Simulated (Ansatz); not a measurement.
```yaml
crystal:
  periodic: [false, false, false]
  atoms:
    - {symbol: C, position_ang: [0.487210, 2.302316, 0.941602]}
    - {symbol: C, position_ang: [0.244727, 1.118720, 0.451719]}
    - {symbol: C, position_ang: [0.023510, -0.043955, -0.052605]}
    - {symbol: C, position_ang: [-0.814837, -1.275843, 0.242266]}
    - {symbol: Si, position_ang: [0.251499, -1.368711, -1.275695]}
    - {symbol: H, position_ang: [1.284259, 2.458837, 1.660611]}
    - {symbol: H, position_ang: [-0.103339, 3.163010, 0.646318]}
    - {symbol: H, position_ang: [-0.537133, -1.837164, 1.131904]}
    - {symbol: H, position_ang: [-1.890849, -1.153465, 0.137515]}
    - {symbol: H, position_ang: [-0.368129, -1.242302, -2.612241]}
    - {symbol: H, position_ang: [1.488383, -2.178445, -1.250698]}
basis:
  gaussian: {orbitals: ANO-RCC-VTZP}
total_charge: 1
magnetization: {spin_polarized: true, initial_magnetization: 1}
hamiltonian: {xc: {name: B97M-V}}
accuracy: high
smearing: {width: 0.1}
output: {forces: true}
```

```sh
$ ansatz run in.yaml --threads 4 --pin off --events-out ev --progress --plain --max-ram 10444MiB
```

Shortened log:

```
Error: YAML parse error: error: line 21 column 1: unknown field `smearing`, expected one of crystal, accuracy, basis, kpoints, hamiltonian, magnetization, projection, total_charge, correlation, batch, efield, external_charges, scf, relax, neb, saddle, md, ramp, phonons, dielectric, real_time, elastic, magnetic_configurations, gw, evaluate, workflow, output, checkpoint, execution
19 | hamiltonian: {xc: {name: B97M-V}}
20 | accuracy: high
21 | smearing: {width: 0.1}
22 | output: {forces: true}
```

In this input the input holds a key that doesn't belong there. The input was rejected before any iteration.
